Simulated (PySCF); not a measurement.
## Steps of a relaxation of BiF3

BiF3 (singlet). PySCF 2.14.0, RKS r2SCAN, Bi def2-SVP with ECP60, F def2-SVP; non-relativistic Hamiltonian with scalar-relativistic core potentials where named; density fitting; no spin-orbit coupling. Origin of the start: displaced along the imaginary mode. Columns: position (Å) and force (eV/Å). Energies are counted from the last step; some of the 7 steps are shown. Forces carry noise of the integration grid, about 0.01 to 0.03 eV/Å.

Run from Python with OMP_NUM_THREADS=2. Where DIIS fails, smearing, a level shift and second-order steps follow.
It took 10 s on 2 threads of Arm Neoverse V1, with other jobs on the host, from the converged density of the start.

```xyz
4
step 0  E = 1.175 eV
Bi    0.0000    0.0000    0.0682     0.06    0.00    1.11
F     2.0880    0.0000   -0.2500    -0.77    0.00   -0.36
F    -1.0440    1.8082   -0.2500     0.36   -0.69   -0.38
F    -1.0440   -1.8082   -0.2500     0.36    0.69   -0.38
```

```xyz
4
step 2  E = 0.296 eV
Bi    0.0000    0.0000    0.5444    -0.02    0.00   -1.82
F     1.8925    0.0000   -0.4088    -1.57    0.00    0.63
F    -0.9463    1.6390   -0.4088     0.80   -1.37    0.59
F    -0.9463   -1.6390   -0.4088     0.80    1.37    0.59
```

```xyz
4
step 4  E = 0.006 eV
Bi    0.0000    0.0000    0.6222     0.03    0.00   -0.45
F     1.7325    0.0000   -0.4347    -0.14    0.00    0.13
F    -0.8662    1.5004   -0.4347     0.05   -0.12    0.16
F    -0.8662   -1.5004   -0.4347     0.05    0.12    0.16
```

Task: Where does the relaxation end?

Result: It converges at step 6 in C3v:
```xyz
4
step 6  E = 0
Bi    0.0000    0.0000    0.6008
F     1.7414    0.0000   -0.4275
F    -0.8707    1.5081   -0.4275
F    -0.8707   -1.5081   -0.4275
```

Task: How did the contacts change?

Result: 
```
   contact  start (Å)  end (Å)
Bi1–F2 (F)      2.112    2.022
Bi1–F3 (F)      2.112    2.022
Bi1–F4 (F)      2.112    2.022
```


No frequency check is given that shows the relaxed geometry to be a minimum.
